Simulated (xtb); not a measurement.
C3H9Al, triplet, geometry from GFN2-xTB (such geometries of metal compounds can be far from the true shape) (a higher spin typed on purpose: for a closed-shell molecule this is an excited state). Base run: GFN2-xTB (xtb).

Geometry (Å):
```xyz
13

Al    -0.5122     0.4429     0.7823
C     -1.2982    -1.2827    -0.1071
H     -0.6559    -1.6438    -0.9092
H     -2.2827    -1.0520    -0.5096
H     -1.3953    -2.0556     0.6528
C     -0.1568     1.5710    -0.9467
H      0.4030     0.9992    -1.6855
H      0.4088     2.4599    -0.6741
H     -1.1126     1.8717    -1.3713
C      1.4401    -0.2262     1.1396
H      2.0484     0.6200     1.4534
H      1.8761    -0.6732     0.2473
H      1.4166    -0.9649     1.9385
```
Charge 0, spin multiplicity 3.
All else is at xtb's defaults.
Base energy -11.89574 Eh.

Variants of this job, named by their change:

```tsv
change	ΔE vs base (kJ/mol)	dipole (D)	SCF cycles
base	0.00	0.70	19
acc = 30	0.00	0.70	14
etemp = 5000	-57.5	0.70	13
gbsa = methanol	-14.80	0.72	17
etemp = 10000	-171.3	0.93	12
acc = 0.0001	0.00	0.70	26
```

ALPB and GBSA are two models with their own fitted parameters for each solvent, which aren't always the measured dielectric constant.
